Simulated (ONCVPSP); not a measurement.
# potassium (K), ONCV: configuration errors across variants

ONCVPSP 4.0.1 input, shortened (lines: element, Z, core and valence counts, functional; n l f; lmax; l rc ep ncon nbas qcut; lloc lpopt rc5 dvloc0; l nproj debl; icmod fcfact rcfact), PBEsol, non-relativistic:

```
  K 19.00    3    3  -116133      upf
    1    0    2.00
    2    0    2.00
    2    1    6.00
    3    0    2.00
    3    1    6.00
    4    0    1.00
    2
    0    2.40    0.00    4    7    5.60
    1    1.55    0.00    3    6   10.70
    2    2.35    0.36    4    7    4.10
    4    5    1.10    1.00
    0    2    1.20
    1    2    1.00
    2    1    3.70
    0    0.00    0.00
```

All-electron excitation energies from the reference (eV): (1) 3s2 3p6 4s0 4.200; (2) 3s2 3p6 4s0.5 1.615; (3) 3s2 3p6 4s0 4p1 1.501; (4) 3s2 3p5 4s1 24.930.

Errors AE − PS in meV (a dash: test not solved or not reliable):

```
    change   (1)  (2)   (3)  (4)  bound ghosts  GHOST(+) flags above zero
      base  -0.1  0.0  -0.1  +19          none                       none
p: rc 1.14  -0.1  0.0  -0.1  +20          none                       none
p: rc 1.28  -0.1  0.0  -0.1  +20          none                       none
p: rc 1.54  -0.1  0.0  -0.1  +19          none                       none
p: rc 1.84  -0.1  0.0   0.0  +17          none                       none
p: rc 1.94  -0.1  0.0   0.0  +16          none                       none
```

(1) Give the same row for: p: rc 2.26.

## Answers

(1) -0.1, 0.0, 0.0, +16; bound ghosts: none; GHOST(+) flags above zero: none.
